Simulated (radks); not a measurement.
The numbers below are computed, except where a source is named.
Sc I, 21 electrons, occupied as [Ar] 3d1 4s2.

Code: a radial shooting solver on a logarithmic mesh with Libxc functionals. Model: non-relativistic Kohn-Sham, BLYP, spin-polarised, spherical densities, point nucleus; open shells are filled with parallel spins first.

Energy parts (eV):
| part | energy |
|---|---|
| total | -20698.107 |
| kinetic | 20679.738 |
| electron-nucleus | -48995.315 |
| Hartree | 8676.506 |
| exchange-correlation | -1059.037 |

Orbitals (lengths in bohr, moments of r in powers of bohr; r(max) is where P^2 peaks; r(90%) holds 90 % of the orbital's charge):
| orbital | occ. | eigenvalue (eV) | r(90%) | r(max) |
|---|---|---|---|---|
| 1s up | 1 | -4372.503 | 0.131 | 0.04836 |
| 1s down | 1 | -4372.507 | 0.131 | 0.04836 |
| 2s up | 1 | -469.4404 | 0.538 | 0.2859 |
| 2s down | 1 | -469.2317 | 0.538 | 0.2859 |
| 2p up | 3 | -387.7973 | 0.508 | 0.2331 |
| 2p down | 3 | -387.6357 | 0.508 | 0.2330 |
| 3s up | 1 | -54.4185 | 1.62 | 0.9314 |
| 3s down | 1 | -53.6432 | 1.62 | 0.9312 |
| 3p up | 3 | -33.6675 | 1.81 | 0.9683 |
| 3p down | 3 | -32.9044 | 1.81 | 0.9680 |
| 3d up | 1 | -3.4949 | 3.26 | 1.089 |
| 3d down | 0 | -2.8759 | 3.45 | 1.093 |
| 4s up | 1 | -4.0931 | 5.59 | 3.062 |
| 4s down | 1 | -3.8851 | 5.71 | 3.117 |

The highest occupied level is 3d up at -3.495 eV. The density falls to 0.001 e/bohr^3 at r = 4.96 bohr.
